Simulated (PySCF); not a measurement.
**Bond curve of SiBr**

Set-up: basis Si 6-31G(d,p), Br 6-31G(d,p); no relativity; PySCF 2.14. Energies in eV from Si + Br in their ground configurations at the same level. State: ²Π (doublet), unpaired electrons π ↑.

| R (Å) | UHF | r²SCAN | PBE0 | UHF-CCSD |
| --- | --- | --- | --- | --- |
| 1.934 | -1.323 | -2.843 | -2.789 |  |
| 2.024 | -1.943 | -3.430 | -3.370 | -2.806 |
| 2.114 | -2.285 | -3.746 | -3.682 | -3.138 |
| 2.182 | -2.410 | -3.856 | -3.788 | -3.255 |
| 2.249 | -2.452 | -3.887 | -3.814 | -3.290 |
| 2.317 | -2.431 | -3.857 | -3.780 | -3.262 |
| 2.406 | -2.332 | -3.750 | -3.666 | -3.156 |
| 2.519 | -2.132 | -3.544 | -3.450 | -2.948 |
| 2.654 | -1.830 | -3.237 | -3.132 | -2.640 |
| 2.834 | -1.388 | -2.792 | -2.671 |  |

**Question.** Put a parabola through the three lowest points of the UHF curve and estimate Re, k and ωe (reduced mass 20.65 u; 1 eV/Å² = 0.16022 mdyn/Å; ωe = 1302.8·√(k/μ) cm⁻¹).

**Answer.** Through R = 2.182, 2.249, 2.317 Å the second-order coefficient is 6.93 eV/Å², so Re ≈ 2.261 Å, k ≈ 2.22 mdyn/Å and ωe ≈ 427 cm⁻¹. A polynomial fit of higher order to the unrounded UHF energies gives Re = 2.257 Å, k = 2.12 mdyn/Å, ωe = 418 cm⁻¹; anharmonicity and rounding make the difference.

The higher-order fit for each curve: UHF: Re = 2.257 Å, ωe = 418 cm⁻¹, De = 2.45 eV; r²SCAN: Re = 2.246 Å, ωe = 418 cm⁻¹, De = 3.89 eV; PBE0: Re = 2.241 Å, ωe = 424 cm⁻¹, De = 3.81 eV; UHF-CCSD: Re = 2.250 Å, ωe = 422 cm⁻¹, De = 3.29 eV.

Correlated steps freeze 14 core orbitals. Correlated levels converge slowly with the basis: in double zeta they bind strong bonds too weakly, by up to about 1 eV, and carry superposition errors of some tenths. Spin–orbit coupling is left out. The state was picked by a PBE0 search and need not be the measured ground state.
